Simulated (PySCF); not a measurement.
A species of formula C2H9NSSi4 has this rotational fingerprint, computed with PBE0/pcSseg-1 in PySCF (dipole) on a GFN2-xTB geometry, gas phase:

- Rotational constants: A = 1210, B = 542.5, C = 516.0 MHz
- Dipole components: |μa| = 1.85 D, |μb| = 2.85 D, |μc| = 0.62 D
- Inertial defect: -369.72 u·Å²
- κ: -0.92

Question: Which candidate fits, each taken in the one conformer that was computed?
A. `[CH:1]#[C:2][Si@@H:3]1[Si@H:4]([NH2:5])[S:6][Si@H:7]1[SiH3:8]` with Si3–Si4–N5–H -26° and -164°
B. `[N:1]#[C:2][Si:3]1([S:4][SiH3:5])[SiH2:6][CH2:7][SiH2:8]1` with C2–Si3–S4–Si5 54°

Answer: B. It is N#C[Si]1(S[SiH3])[SiH2]C[SiH2]1, a near-prolate asymmetric top, point group C1. The candidates at the same level (rigid rotor, commonest isotopes):

| SMILES | A (MHz) | B (MHz) | C (MHz) | μa (D) | μb (D) | μc (D) | Δ (u·Å²) | point group | rotor |
| --- | --- | --- | --- | --- | --- | --- | --- | --- | --- |
| N#C[Si]1(S[SiH3])[SiH2]C[SiH2]1 | 1210 | 542.5 | 516.0 | 1.85 | 2.85 | 0.62 | -369.72 | C1 | near-prolate asymmetric top |
| C#C[Si@@H]1[Si@H](N)S[Si@H]1[SiH3] | 1106 | 617.5 | 441.9 | 1.52 | 1.45 | 0.44 | -131.82 | C1 | asymmetric top |

`C#C[Si@@H]1[Si@H](N)S[Si@H]1[SiH3]` has C 14 % too low. No structure here is proved a minimum.
